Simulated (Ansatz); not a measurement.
`C=CBI` + `C[B](F)[AlH2]` → `C=CBB(C)F` + `[AlH2][I]`  (redistribution)

Calculated with Ansatz (gas phase, PBE0-D4/def2-TZVP geometries, no zero-point term in ΔE). CCSD(T)/CBS adds triple-zeta CCSD(T) − MP2 to the extrapolated MP2 energy (def2 sets, frozen cores). Functionals use def2-TZVPP. Elements past krypton have def2 core potentials. For I outer-core shells are correlated without core-valence functions, which leaves a few kJ/mol of doubt a bond. One conformer a species, not always the lowest.

```
          level  ΔE (eV)
         PBE-D4    -0.88
CCSD/def2-TZVPP    -1.00
   HF/CBS(def2)    -1.18
 CCSD/CBS(def2)    -1.04
```

Q: What does CCSD(T)/CBS give? (Estimate.)

A: The calculation gave: -0.99 eV. The listed levels differ from it by 0.11, -0.01, -0.19, -0.05 eV.

Largest T1 diagnostic among the species: 0.013.

From PBE to PBE0 (25 % exact exchange), in def2-TZVPP and without D4, ΔE moves by −0.09 eV. In def2-TZVPP, CCSD(T) changes the Hartree–Fock value by +0.23 eV (the triples alone add +0.04 eV) and MP2 by +0.21 eV.
